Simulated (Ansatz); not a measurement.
Calculated with Ansatz (gas phase, PBE0-D4/def2-TZVP geometries, no zero-point term in ΔE). CCSD(T)/CBS is the MP2 limit (def2-TZVPP, def2-QZVPP) plus CCSD(T) − MP2 in def2-TZVPP, frozen cores. Elements past krypton have def2 core potentials. For Ga, Sn outer-core shells are correlated without core-valence functions, which leaves a few kJ/mol of doubt a bond. Scalar relativity is left out up to krypton. One conformer a species, not always the lowest.

Reaction (ligand exchange at a Ga–C bond): `C=[C]([GaH2])[SnH3]` + `[NH2][Ga]([F])[F]` → `[F][Ga]([F])[NH][GaH2]` + `C=[CH][SnH3]`

`C=[C]([GaH2])[SnH3]`:

Cartesian coordinates in Å:
```
C 0.762 -0.742 1.240
C 0.181 -0.277 0.128
Ga 0.245 -1.415 -1.463
Sn -0.760 1.637 0.181
H 1.258 -1.714 1.268
H 0.784 -0.194 2.183
H -0.424 -0.965 -2.810
H 0.994 -2.791 -1.323
H -0.587 2.283 1.757
H -0.033 2.685 -0.956
H -2.419 1.492 -0.205
```

`[NH2][Ga]([F])[F]`:

Z-matrix (Å, degrees):
```
N
Ga 1 1.790
H 1 1.006 2 121.0
H 1 1.006 2 121.0 3 -152.9
F 2 1.739 1 122.4 3 -15.2
F 2 1.739 1 122.4 3 168.4
```

`[F][Ga]([F])[NH][GaH2]`:

```xyz
8

F     0.015    2.843    1.385
Ga    0.432    1.471    0.394
F     1.859    1.702   -0.574
N    -0.521   -0.057    0.364
Ga   -0.223   -1.593   -0.611
H    -1.326   -0.049    0.976
H    -1.257   -2.740   -0.390
H     1.022   -1.576   -1.544
```

`C=[CH][SnH3]`:

```xyz
9

C    -0.360    0.355    1.580
C     0.104   -0.507    0.682
Sn    0.215   -0.053   -1.390
H    -0.712    1.346    1.306
H    -0.412    0.109    2.638
H     0.441   -1.484    1.021
H     1.829   -0.157   -1.941
H    -0.370    1.537   -1.601
H    -0.735   -1.147   -2.296
```

| species | CCSD(T)/CBS(def2) energy (Eh) |
| --- | --- |
| `C=[C]([GaH2])[SnH3]` | -2218.21223 |
| `[NH2][Ga]([F])[F]` | -2179.54122 |
| `[F][Ga]([F])[NH][GaH2]` | -4104.09173 |
| `C=[CH][SnH3]` | -293.68430 |

**Question.** Work out ΔE.

**Answer.** ΔE = (-4104.09173) + (-293.68430) − (-2218.21223) − (-2179.54122) = -0.02258 Eh = -59.3 kJ/mol.

Largest T1 diagnostic among the species: 0.014.

The D4 term adds +3.3 kJ/mol with B3LYP and +1.8 kJ/mol with PBE0; it sums over pairs of atoms, weighted by their polarisabilities, and B3LYP, whose exchange is more repulsive, gets the larger term. At CCSD(T), def2-SVP lies −11.0 kJ/mol from the extrapolated value and def2-TZVPP −2.3 kJ/mol. In def2-TZVPP, CCSD(T) changes the Hartree–Fock value by +4.5 kJ/mol (the triples alone add +0.9 kJ/mol) and MP2 by +6.8 kJ/mol.

B3LYP here is the variant with VWN-RPA as its local correlation; programs differ in this.
